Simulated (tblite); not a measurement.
Compound: C5H9FOSi.
Geometry (GFN2-xTB, Å), atoms numbered from 1 in this order:
```xyz
17
C5H9FOSi angstrom
O     -3.0176    1.1789    0.4571
C     -2.5126    0.1364    0.2313
F     -3.2811   -0.9992    0.2971
C     -1.1037   -0.2060   -0.0787
C     -0.1567    0.9726   -0.3366
C      0.8118    0.4210    0.7275
Si     2.3850   -0.3867    0.0250
C     -0.2741   -0.5723    1.1783
H     -1.0728   -0.9886   -0.8375
H      0.2270    1.0451   -1.3521
H     -0.6126    1.9227   -0.0616
H      1.0671    1.1515    1.4961
H      1.9946   -1.3600   -0.9977
H      3.2088    0.6606   -0.5772
H      3.0865   -1.0643    1.1152
H     -0.7695   -0.2805    2.1039
H      0.0129   -1.6193    1.2494
```

All values are computed: GFN2-xTB (tblite) harmonic vibrations without scaling, gas phase. This tight-binding method is rough: wavenumbers can miss measured ones by several per cent, in bad cases by 10 to 20. Modes of hydrogen on silicon can be 10 to 20 % off. One conformer, not necessarily the lowest.

Harmonic wavenumbers (cm⁻¹): 33.9, 41.9, 106.3, 123.9, 185.5, 257.9, 307.0, 416.7, 526.3, 549.6, 579.8, 660.8, 677.1, 703.8, 763.5, 785.6, 788.3, 848.2, 866.4, 971.5, 999.4, 1005.5, 1053.9, 1061.2, 1079.8, 1099.6, 1141.1, 1200.6, 1219.1, 1242.8, 1245.8, 1261.7, 1308.4, 1473.4, 1482.7, 1864.4, 2257.9, 2274.9, 2281.5, 2968.1, 2980.0, 2995.9, 3006.1, 3010.1, 3013.1.

A = 4649, B = 807.1, C = 752.6 MHz; mass 132.041 u (most abundant isotopes); point group C1, symmetry number 1.

Task: What is the zero-point energy?

Result: Half the sum of the wavenumbers: 27360 cm⁻¹ = 327.30 kJ/mol.

Task: What is S at 200 K and 1 bar for an ideal gas of classical rigid rotors and harmonic oscillators?

Result: Translation 161.46, rotation 116.87, vibration 79.17: S = 357.5 J/(mol K).

Task: And Cp and H(200 K) − H(0)?

Result: Cp = 107.85 J/(mol K), of which vibrations give 74.59 (their classical limit is 45 R = 374.2); H(200 K) − H(0) = 14.55 kJ/mol without the zero-point energy, 7.89 from vibrations.

Task: What must be added to the electronic energy to get the Gibbs energy at 200 K and 1 bar?

Result: ZPE + [H(200 K) − H(0)] − T·S = 327.30 + 14.55 − 71.50 = 270.35 kJ/mol.

Task: How do the functions run with temperature in this model?

Result: 
```
 T (K)  S (J/(mol K))  Cp (J/(mol K))  H − H(0) (kJ/mol)  G − H(0) (kJ/mol)  ln q(vib)
    50          251.4            57.0               2.24             -10.33       0.91
   100          296.4            74.0               5.54             -24.10       2.29
298.15          408.1           148.8              27.12             -94.56       7.07
373.15          444.8           179.2              39.43            -126.55       8.82
   500          503.5           222.3              65.02            -186.74      11.78
   750          605.6           280.4             128.46            -325.76      17.48
  1000          691.6           316.7             203.42            -488.21      22.81
```

q(vib) and H(0) count from the zero-point level.

Task: Blend soft modes into free rotors: weight 1/[1 + (100 cm⁻¹/ν̃)⁴] for the oscillator and the rest for a rotor with moment μB/(μ + B), μ = h/(8π²ν), B = 10⁻⁴⁴ kg m². What vibrational entropy results?

Result: 69.50 J/(mol K) in place of 79.17, which changes −T·S at 200 K by +1.94 kJ/mol.

Hindered rotation and anharmonicity are outside this model. Other conformers, if any are populated, would add a mixing term that is left out. The structure is chiral; the term R ln 2 for an equal mix with its mirror image is left out.
